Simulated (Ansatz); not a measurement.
Pulling on the Se4–H5 bond in CdH2OSe (SMILES [OH][Cd][SeH]) (multiplicity 1 held, fragments rigid). Energies count from the point at 1.473 Å.
Geometry at that point (charge 0, multiplicity 1):
```xyz
5

Cd     0.435    -0.587    -0.106
O      1.501    -2.229    -0.454
H      2.379    -2.197    -0.059
Se    -0.992     1.393     0.215
H     -1.567     0.828     1.448
```

Unrestricted levels (U-) break spin symmetry where that is lower. Active spaces are followed from a long bond inwards. Curves can end on different states.

Frozen-core correlation. Filled d and f shells under p-block atoms count as core.

Programs: Ansatz (Gaussian orbitals). Each number belongs to the level named beside it. In def2 rows elements past Kr take small-core potentials, without spin–orbit coupling.

Energies in kcal/mol.

```csv
R (Å),U-HF/def2-SVP,U-MP2/def2-SVP,"CASSCF(4,3)/def2-SVP","FIC-MRCISD+Q on CASSCF(4,3)/def2-SVP"
1.179,35.0,?,38.4,36.4
1.326,6.0,?,7.9,6.9
1.473,0.0,0.0,0.0,0.0
1.621,5.7,5.1,3.2,4.4
1.768,16.8,15.5,11.4,13.7
1.989,36.2,39.9,26.4,30.3
2.210,47.3,59.6,40.2,45.3
2.578,54.5,71.9,56.6,63.2
2.946,56.8,?,65.1,72.5
3.388,57.6,77.2,69.2,77.0
3.978,58.0,77.7,70.7,78.7
4.714,58.1,77.8,71.0,79.1
```

Question: Fill in the missing entries.

Answer: 
- 1.179, U-MP2/def2-SVP: 35.8
- 1.326, U-MP2/def2-SVP: 6.4
- 2.946, U-MP2/def2-SVP: 75.7

Doubts at one or more of the structures used: a spin-contaminated determinant (U-HF/def2-SVP, U-MP2/def2-SVP); active orbitals that take no part (CASSCF(4,3)/def2-SVP, FIC-MRCISD+Q on CASSCF(4,3)/def2-SVP).

Ansatz is a first-principles code.
